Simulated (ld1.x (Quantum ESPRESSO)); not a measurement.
Reading a pseudo-wave (Ge)

Columns: radius, all-electron u(r) and pseudo u(r) of the 4p shell (level -4.59 eV) of germanium in the configuration [Ar] 3d10 4s1 4p3; PBEsol, scalar-relativistic, ultrasoft scheme, ld1.x (Quantum ESPRESSO) 7.5.

| r (bohr) | all-electron | pseudo |
| --- | --- | --- |
| 0.082 | 0.1430 | 0.0020 |
| 0.165 | 0.1074 | 0.0080 |
| 0.248 | -0.0445 | 0.0180 |
| 0.330 | -0.1767 | 0.0319 |
| 0.413 | -0.2475 | 0.0500 |
| 0.495 | -0.2567 | 0.0718 |
| 0.578 | -0.2208 | 0.0977 |
| 0.660 | -0.1574 | 0.1269 |
| 0.742 | -0.0793 | 0.1595 |
| 0.825 | 0.0057 | 0.1955 |
| 0.908 | 0.0905 | 0.2341 |
| 0.990 | 0.1705 | 0.2741 |
| 1.072 | 0.2447 | 0.3153 |
| 1.155 | 0.3127 | 0.3574 |
| 1.238 | 0.3733 | 0.3992 |
| 1.320 | 0.4257 | 0.4391 |
| 1.402 | 0.4711 | 0.4769 |
| 1.485 | 0.5104 | 0.5122 |
| 1.568 | 0.5432 | 0.5435 |
| 1.650 | 0.5700 | 0.5700 |
| 1.733 | 0.5918 | 0.5918 |
| 1.815 | 0.6086 | 0.6086 |
| 1.898 | 0.6212 | 0.6212 |
| 1.980 | 0.6298 | 0.6298 |
| 2.062 | 0.6350 | 0.6350 |
| 2.145 | 0.6371 | 0.6371 |

(1) How many radial nodes do the two functions have?

(2) At about which radius was the pseudo-wave matched?

(3) Is the pseudo-wave norm-conserving?

Results:

(1) The all-electron 4p function has n − l − 1 = 2; the pseudo-wave has 0, since the states of the same l below it are removed with the core.

(2) 1.65 bohr, where the columns begin to agree (steps of 0.08 bohr).

(3) No, it belongs to an ultrasoft set: the norm inside the radius is not constrained, and the difference is carried by the augmentation charge.
